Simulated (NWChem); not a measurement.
Species: TiSCl2; SMILES [S]=[Ti]([Cl])[Cl]

```xyz
4

Ti     0.0264    -0.0001     0.1526
S      2.0561    -0.0050    -0.1227
Cl    -0.9914    -1.9493    -0.1104
Cl    -0.9820     1.9540    -0.1106
```
Atoms are numbered in this order, from 1.

Program: NWChem. Pople sets run with spherical d functions. Structure relaxed at the B3LYP/6-31G* (spherical d) level. GIAO values for the isolated, static molecule; σ is the absolute isotropic shielding.

| level | σ Ti1 (ppm) | σ S2 (ppm) | σ Cl3 (ppm) |
|---|---|---|---|
| Hartree-Fock/6-31G* | ? | ? | ? |
| B3LYP/6-31G* | -1521.3 | -1537.1 | 162.3 |
| PBE0/pcSseg-1 | -1715.9 | -1732.2 | 146.9 |

Task: Fill in the missing entries.

Result: 
- Hartree-Fock/6-31G*, σ Ti1 (ppm): -2652.7
- Hartree-Fock/6-31G*, σ S2 (ppm): -4535.9
- Hartree-Fock/6-31G*, σ Cl3 (ppm): 503.1
